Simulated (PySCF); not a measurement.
Field gradients from PBE0/pcSseg-1 densities (PySCF, non-relativistic) at PBE0-D3(BJ)/def2-SVP geometries, isolated species, one conformer each; χzz is the principal value of largest magnitude, with Q(14N) = 0.02044 b. A larger basis could move these couplings by a tenth or more.

These 14N couplings (χzz in MHz, η) are listed in rising order: (-5.410, 0.35); (-4.986, 0.62); (-4.492, 0.11). Assign them to: the nitrile nitrogen of `CSc1cccpc1C#N`; N6 (silicon-bound nitrogen) in `[CH2:1]=[N:2][Si@@H:3]([NH:4][CH3:5])[N:6]([CH3:7])[CH3:8]`; the C=N nitrogen of `FC(F)(F)C/C=N\[SiH3]`.

-5.410 MHz, η 0.35: N6 (silicon-bound nitrogen) in `[CH2:1]=[N:2][Si@@H:3]([NH:4][CH3:5])[N:6]([CH3:7])[CH3:8]`; -4.986 MHz, η 0.62: the C=N nitrogen of `FC(F)(F)C/C=N\[SiH3]`; -4.492 MHz, η 0.11: the nitrile nitrogen of `CSc1cccpc1C#N`.

All sites together:

| nucleus | site | Vzz (au) | η | χzz (MHz) |
| --- | --- | --- | --- | --- |
| 14N | the nitrile nitrogen of CSc1cccpc1C#N | -0.935 | 0.11 | -4.492 |
| 14N | N6 (silicon-bound nitrogen) in [CH2:1]=[N:2][Si@@H:3]([NH:4][CH3:5])[N:6]([CH3:7])[CH3:8] | -1.126 | 0.35 | -5.410 |
| 14N | the C=N nitrogen of FC(F)(F)C/C=N\[SiH3] | -1.038 | 0.62 | -4.986 |
